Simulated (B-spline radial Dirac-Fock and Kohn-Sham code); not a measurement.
# Ca 2p1/2: cross section and angular parameters

System: the Ca atom, [Ar] 4s2; threshold 349.7 eV (tabulated edge). The computed values come from a radial finite-basis atomic code: Dirac-Hartree-Slater photoionisation with a Latter tail; cross sections with all multipoles, angular parameters from the dipole term and its interference with E2.

For linearly polarised light dσ/dΩ = σ/(4π) [1 + β P₂(cos θ) + (δ + γ cos²θ) sin θ cos φ], with θ from the polarisation vector and φ the angle between the beam and the projection of the electron momentum on the plane normal to the polarisation.

| hν (eV) | σ (kb) | β | γ | δ |
| --- | --- | --- | --- | --- |
| 400 | 671 | 1.000 | -0.068 | 0.008 |
| 477 | 464 | 1.301 | -0.018 | 0.013 |
| 511 | 397 | 1.359 | 0.009 | 0.014 |
| 621 | 250 | 1.445 | 0.091 | 0.017 |
| 685 | 196 | 1.462 | 0.136 | 0.018 |
| 764 | 147 | 1.469 | 0.187 | 0.020 |
| 919 | 89.9 | 1.457 | 0.277 | 0.024 |
| 1700 | 15.4 | 1.295 | 0.575 | 0.045 |
| 2610 | 4.12 | 1.115 | 0.766 | 0.072 |
| 2984.4 | 2.69 | 1.054 | 0.822 | 0.084 |
| 3960 | 1.07 | 0.920 | 0.934 | 0.113 |
| 4550 | 0.671 | 0.855 | 0.986 | 0.130 |
| 5090 | 0.459 | 0.802 | 1.027 | 0.146 |
| 5414.7 | 0.372 | 0.774 | 1.049 | 0.155 |
| 7990 | ? | ? | ? | ? |
| 8320 | 0.0830 | 0.587 | 1.193 | 0.229 |
| 9251.7 | 0.0568 | 0.544 | 1.228 | 0.250 |

Q: Give the values at 7990 eV.

A: σ = 0.0958 kb, β = 0.603, γ = 1.180, δ = 0.221.
